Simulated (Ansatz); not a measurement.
Reaction (redistribution): `[OH][Zr]([OH])([Cl])[Cl]` + `[OH][Zr]([OH])([c]1ccccc1)[c]1ccccc1` → 2 `[OH][Zr]([OH])([Cl])[c]1ccccc1`

Program: Ansatz. Geometries: PBE0-D4/def2-TZVP. ΔE: electronic, gas phase. CCSD(T)/CBS is the MP2 limit (def2-TZVPP, def2-QZVPP) plus CCSD(T) − MP2 in def2-TZVPP, frozen cores. Functionals use def2-TZVPP. B3LYP here is the variant with VWN-RPA as its local correlation; programs differ in this. HSE06 is defined as in plane-wave codes. Elements past krypton have def2 core potentials. For Zr outer-core shells are correlated without core-valence functions, which leaves a few kJ/mol of doubt a bond. Each species was taken in one conformer, which may not be the lowest.

```json
{"level": "r2SCAN-D4", "ΔE (kJ/mol)": "-10.2", "difference from CCSD(T)/CBS": "-0.2"}
{"level": "B97M-V", "ΔE (kJ/mol)": "-10.3", "difference from CCSD(T)/CBS": "-0.3"}
{"level": "HSE06-D4", "ΔE (kJ/mol)": "-10.0", "difference from CCSD(T)/CBS": "0.0"}
{"level": "B2PLYP", "ΔE (kJ/mol)": "-10.7", "difference from CCSD(T)/CBS": "-0.7"}
{"level": "r2SCAN", "ΔE (kJ/mol)": "-11.1", "difference from CCSD(T)/CBS": "-1.1"}
{"level": "B3LYP", "ΔE (kJ/mol)": "-11.5", "difference from CCSD(T)/CBS": "-1.5"}
{"level": "HSE06", "ΔE (kJ/mol)": "-10.9", "difference from CCSD(T)/CBS": "-0.9"}
{"level": "MP2/def2-SVP", "ΔE (kJ/mol)": "-12.3", "difference from CCSD(T)/CBS": "-2.3"}
{"level": "HF/def2-TZVPP", "ΔE (kJ/mol)": "-10.9", "difference from CCSD(T)/CBS": "-0.9"}
{"level": "HF/CBS(def2)", "ΔE (kJ/mol)": "-10.1", "difference from CCSD(T)/CBS": "-0.1"}
{"level": "CCSD(T)/CBS", "ΔE (kJ/mol)": "-10.0", "difference from CCSD(T)/CBS": "0"}
```

Largest T1 diagnostic among the species: 0.016.

Leaving LDA and LC-ωPBE aside and taking each functional with its dispersion term where it has one, the values, not all of them listed here, spread over 1.1 kJ/mol, from B2PLYP to ωB97M-V. At CCSD(T), def2-SVP lies −3.1 kJ/mol from the extrapolated value and def2-TZVPP +0.3 kJ/mol.
